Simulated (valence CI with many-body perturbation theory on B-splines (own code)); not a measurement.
**Se3+: electric-dipole lines**

Computed by relativistic CI+MBPT: three valence electrons over a frozen Dirac-Fock core [Ar] 3d10, radial functions for each j: 11 s, 11 p, 10 d, 8 f, 5 g, 2 h, with the one-electron correlation potential Σ1 (screened to all orders), the two-electron term Σ2, the three-electron term Σ3, Breit, model QED; selected single and double excitations, second order for the rest, scaled by the run's own slope (own B-spline code, finite nucleus).

Set against measurement, 16 paired levels are off by 170 cm⁻¹ on average, the worst by 676. These come from a selection out of Moore, Atomic Energy Levels, vol. II, NSRDS-NBS 35 (1971 reprint of NBS Circular 467, 1952), an old analysis. Levels without a partner in it may be off by more.

Lines 351 to 400 of 586 in falling wavelength, among levels below 310625 cm⁻¹, chosen from the strongest by gf and those to the six lowest levels. Wavelengths and rates use the calculated energies, so an error of 200 cm⁻¹ moves a line at 80.48 nm by 0.16 % and its rate by three times that or more. Electric multipoles are in the length gauge, E1 and E2 with the static RPA response of the core. Weak lines are less certain than strong ones. Lines between different terms over intervals too small for the method are left out, as are lines whose strength nearly cancels. Where a level lies close to another of its J and parity, the split of strength between their lines is uncertain. The highest levels of a list are the least certain.

Names give the largest LS component (configuration and term), which can be under half, so a name can repeat, a term be missing and a line seem to break the LS rules; names also repeat where a configuration has a term twice. Letters in brackets count levels of one name in rising energy.

```tsv
λ vac (nm)	λ from measured levels	Upper	Lower	A (s⁻¹)	S (a.u.)
91.70		4s²8s ²S_1/2	4s²5p ²P°_1/2	1.20e+08	9.10e-02
90.88		4s4p4d ²D°_3/2 [a]	4s4p² ²P_1/2	5.41e+08	8.02e-01
89.03		4s4p5s ²P°_1/2 [a]	4s4p² ²P_3/2	1.58e+08	1.10e-01
87.70		4s²6p ²P°_3/2	4s4p² ²P_3/2	3.97e+08	5.28e-01
87.37		4s²5f ²F°_7/2	4s²4d ²D_5/2	2.12e+09	5.58e+00
87.29		4s4p5s ²P°_1/2 [a]	4s4p² ²P_1/2	3.53e+08	2.32e-01
87.20		4s²5f ²F°_5/2	4s²4d ²D_5/2	1.17e+08	2.29e-01
86.90		4s²5f ²F°_5/2	4s²4d ²D_3/2	1.83e+09	3.56e+00
86.01		4s²6p ²P°_3/2	4s4p² ²P_1/2	7.00e+07	8.79e-02
85.07		4s4p4d ²D°_3/2 [a]	4s4p² ²S_1/2	1.39e+08	1.69e-01
84.55		4s4p4d ⁴F°_3/2	4s4p² ²D_3/2	2.07e+07	2.47e-02
83.91		4s4p4d ⁴F°_5/2	4s4p² ²D_3/2	7.61e+06	1.33e-02
83.75		4s4p5s ²P°_3/2 [a]	4s4p² ²P_3/2	5.18e+08	6.01e-01
83.61		4s²8d ²D_5/2	4s²5p ²P°_3/2	4.73e+07	8.18e-02
83.47		4s²6p ²P°_1/2	4s4p² ²P_1/2	1.88e+08	1.08e-01
83.26		4p³ ²D°_3/2	4s4p² ⁴P_5/2	2.81e+07	3.20e-02
82.74		4p³ ²D°_5/2	4s4p² ⁴P_5/2	5.63e+06	9.44e-03
82.21		4s4p5s ²P°_3/2 [a]	4s4p² ²P_1/2	1.00e+08	1.10e-01
81.97		4p³ ²P°_3/2	4s4p² ²D_5/2	2.16e+09	2.35e+00
81.91		4s4p5s ²P°_1/2 [a]	4s4p² ²S_1/2	1.40e+08	7.57e-02
81.85		4p³ ²P°_1/2	4s4p² ²D_3/2	2.58e+09	1.40e+00
81.64		4p³ ²P°_3/2	4s4p² ²D_3/2	2.12e+08	2.28e-01
81.60		4p³ ²D°_3/2	4s4p² ⁴P_3/2	5.00e+06	5.37e-03
81.11		4p³ ²D°_5/2	4s4p² ⁴P_3/2	1.02e+06	1.62e-03
80.48	80.38	4s4p² ²S_1/2	4s²4p ²P°_3/2	7.44e+08	3.83e-01
80.45		4p³ ²D°_3/2	4s4p² ⁴P_1/2	1.13e+07	1.16e-02
80.01	80.01	4s²4f ²F°_7/2	4s4p² ²D_5/2	1.65e+09	3.34e+00
79.99	79.99	4s²4f ²F°_5/2	4s4p² ²D_5/2	1.18e+08	1.79e-01
79.79		4p³ ⁴S°_3/2	4s4p² ⁴P_5/2	4.28e+09	4.29e+00
79.68	79.68	4s²4f ²F°_5/2	4s4p² ²D_3/2	1.47e+09	2.20e+00
78.34		4s²7p ²P°_1/2	4s²5s ²S_1/2	2.01e+09	9.54e-01
78.27		4p³ ⁴S°_3/2	4s4p² ⁴P_3/2	3.08e+09	2.91e+00
78.14		4s²7p ²P°_3/2	4s²5s ²S_1/2	1.93e+09	1.82e+00
77.80		4s4p4d ²F°_7/2 [b]	4s²4d ²D_5/2	9.10e+09	1.69e+01
77.75	77.65	4s4p² ²S_1/2	4s²4p ²P°_1/2	3.37e+09	1.57e+00
77.75		4s4p4d ²D°_3/2 [b]	4s²4d ²D_5/2	1.70e+09	1.57e+00
77.56		4s4p4d ²P°_3/2 [a]	4s4p² ²P_3/2	1.50e+09	1.38e+00
77.51		4s4p4d ²D°_3/2 [b]	4s²4d ²D_3/2	3.15e+09	2.89e+00
77.41		4s4p4d ²F°_5/2 [b]	4s²4d ²D_3/2	8.45e+09	1.16e+01
77.21		4p³ ⁴S°_3/2	4s4p² ⁴P_1/2	1.62e+09	1.47e+00
77.19		4s4p4d ²D°_5/2 [b]	4s²4d ²D_5/2	5.09e+09	6.93e+00
77.06		4s4p4d ²P°_1/2 [a]	4s4p² ²P_3/2	5.71e+08	2.58e-01
76.96		4s4p4d ²D°_5/2 [b]	4s²4d ²D_3/2	3.62e+08	4.88e-01
76.75		4s4p4d ²P°_1/2 [b]	4s²4d ²D_3/2	4.85e+09	2.17e+00
76.62		4s4p4d ²P°_3/2 [b]	4s²4d ²D_5/2	3.48e+09	3.09e+00
76.39		4s4p4d ²P°_3/2 [b]	4s²4d ²D_3/2	1.96e+09	1.73e+00
76.15		4s4p4d ⁴P°_5/2	4s4p² ²D_5/2	9.80e+07	1.28e-01
75.94		4s²7p ²P°_3/2	4s²4d ²D_5/2	2.04e+08	1.77e-01
75.91		4s²7p ²P°_1/2	4s²4d ²D_3/2	2.34e+08	1.01e-01
75.89	75.90	4s4p² ²P_1/2	4s²4p ²P°_3/2	4.82e+09	2.08e+00
```
